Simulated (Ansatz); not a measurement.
`F[SiH2]OC[SeH]` + H₂ → `C[SeH]` + `O[SiH2]F`  (hydrogenolysis of a C–O bond)

Program: Ansatz. Geometries: PBE0-D4/def2-TZVP. ΔE: electronic, gas phase. CCSD(T)/CBS is the MP2 limit (def2-TZVPP, def2-QZVPP) plus CCSD(T) − MP2 in def2-TZVPP, frozen cores. This one scheme is used for every species. Functionals use def2-TZVPP. B3LYP here is the variant with VWN-RPA as its local correlation; programs differ in this. For Se outer-core shells are correlated without core-valence functions, which leaves a few kJ/mol of doubt a bond. Scalar relativity is left out up to krypton. One conformer a species, not always the lowest.

```tsv
species	B3LYP energy (Eh)
`F[SiH2]OC[SeH]`	-2907.48587
H₂	-1.18000
`C[SeH]`	-2442.11820
`O[SiH2]F`	-466.59138
```

Work out ΔE.

ΔE = (-2442.11820) + (-466.59138) − (-2907.48587) − (-1.18000) = -0.04371 Eh = -27.4 kcal/mol. CCSD(T)/CBS gives -25.8 kcal/mol.

Largest T1 diagnostic among the species: 0.011.

The D4 term adds +3.5 kcal/mol with B3LYP and +1.9 kcal/mol with PBE0; it sums over pairs of atoms, weighted by their polarisabilities, and B3LYP, whose exchange is more repulsive, gets the larger term. At CCSD(T), def2-SVP lies +2.1 kcal/mol from the extrapolated value and def2-TZVPP −0.2 kcal/mol. In def2-TZVPP, CCSD(T) changes the Hartree–Fock value by +4.9 kcal/mol (the triples alone add +1.3 kcal/mol) and MP2 by +4.8 kcal/mol.
